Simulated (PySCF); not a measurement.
## Ionisation energy of Cr(10+) by level of theory

Cr(10+) [Ne] 3s2 3p2 [3p1/2^2, M_J = 0] → Cr(11+) [Ne] 3s2 3p1 [3p1/2^1, M_J = 1/2], as a difference of total energies. Calculation: PySCF 2.14, in an uncontracted even-tempered set (20 s from 0.64 bohr⁻², ratio 2.4; 13 p from 0.83 bohr⁻², ratio 2.4; 5 d from 4 bohr⁻², ratio 2.6; 4 f from 6 bohr⁻², ratio 2.6); the two-component X2C-1e Hamiltonian. Correlated levels: 1s2 frozen; the 52 highest virtual spinors dropped. "Screened" scales the spin-orbit matrix elements by Boettger's factors to mimic the two-electron term; Breit and QED terms are absent.

| method | ionisation energy (eV) |
| --- | --- |
| GHF (spin-free) | 268.52 |
| GMP2 (spin-free) | 269.24 |
| GHF (screened spin-orbit) | 268.18 |
| GMP2 (screened spin-orbit) | 268.90 |

Question: How much does correlation contribute at GMP2 (screened spin-orbit)?

Answer: 268.90 − (268.18) = 0.72 eV, measured against GHF (screened spin-orbit).

The labels give the starting determinants; with spin-orbit coupling the two ends relaxed to ⟨J²⟩ = 1.46, ⟨L²⟩ = 1.97, ⟨S²⟩ = 1.96 and ⟨J²⟩ = 0.77, ⟨L²⟩ = 2.01, ⟨S²⟩ = 0.75.

The determinant of Cr(10+) mixes levels of different J (the jj label is only the starting occupation), so the difference between spin-free and spin-orbit rows is not the physical spin-orbit shift.

For comparison: 270.8 ± 0.5 eV (semi-empirical (NIST evaluation); NIST Atomic Spectra Database, ionization energies).
